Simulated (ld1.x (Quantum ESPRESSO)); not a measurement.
Configuration tests for caesium (ultrasoft)

ld1.x (Quantum ESPRESSO) 7.5 input, shortened:

```
&input
   title='Cs', zed=55., rel=2, dft='PZ', iswitch=3,
   config='[Xe] 5d0 6s1 6p0', rel_dist='average'
 /
 &inputp
   pseudotype=3, tm=.true., lloc=-2, rcloc=2.35,
   nlcc=.true., new_core_ps=.true., rcore=2.80
 /
6
5S  1  0   2.00   0.00  2.40  3.15  0.0
6S  2  0   1.00   0.00  2.40  3.15  0.0
5P  2  1   6.00   0.00  3.00  3.30  0.0
6P  3  1   0.00   0.00  3.00  3.30  0.0
5D  3  2   0.00   0.00  3.60  4.20  0.0
5D  3  2   0.00   0.30  3.60  4.20  0.0
 &test
   configts(1)='5s2 5p6 5d0 6s1 6p0'
 /
```

Open shells are filled in proportion to 2j + 1 (rel_dist='average').

Energies are relative to the spin-unpolarised reference configuration 5s2 5p6 5d0 6s1 6p0; without spin polarisation the order of configurations can differ from experiment. Not all tests gave a result: test run stopped at test 6 of 7 (negative rho), 1 before it not solved. Left out of the table: 5s2 5p6 5d0 6s0 6p1 (solver errors, printed error -1.3 eV). The frozen-core shift is the all-electron ΔE with the core orbitals held at their reference shape minus the fully relaxed ΔE.

Its overlap operator is not positive definite in a basis up to 400 Ry (lowest eigenvalue p1/2 -0.09), so the file is unfit for use: the generalised eigenproblem breaks down once the basis is large enough, and its test numbers describe a broken file.

```csv
valence configuration,charge,ΔE all-electron (eV),error AE − PS (meV),frozen-core shift (meV)
5s2 5p6 5d0 6s0 6p0,+1,3.999,+532,0.0
5s2 5p6 5d0 6s0.5 6p0,+0.5,1.555,+185,0.0
5s2 5p5 5d0 6s1 6p0,+1,18.038,-713,+6.0
5s2 5p6 5d0.5 6s0.5 6p0,0,0.867,+274,+0.1
```

A Bessel basis up to 400 Ry misses an occupied level by 0.26 Ry, so cutoffs and ghosts were not judged.  The potential misses its own reference levels by up to 0.7 eV.
